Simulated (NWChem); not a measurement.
System: BeNH₃Se; SMILES [NH2][Be][SeH]

```xyz
6

Be     0.0071    -1.1788     0.0000
N      0.0184    -2.6750     0.0000
H      0.0205    -3.2642    -0.8265
H      0.0205    -3.2642     0.8265
Se     0.0364     0.8546     0.0000
H     -1.4349     0.9131     0.0000
```
Atoms are numbered in this order, from 1.

Computed with NWChem. All runs use the structure optimised with PBE0/def2-SVP.

Problem. Estimate the computed values for LDA (Slater exchange, PW92)/def2-SVP. Quantities: highest occupied level (eV); orbital gap (eV); dipole (D).

Solution. 
```
Property                     Value
---------------------------  -----
highest occupied level (eV)  -5.85
orbital gap (eV)              5.00
dipole (D)                    2.27
```
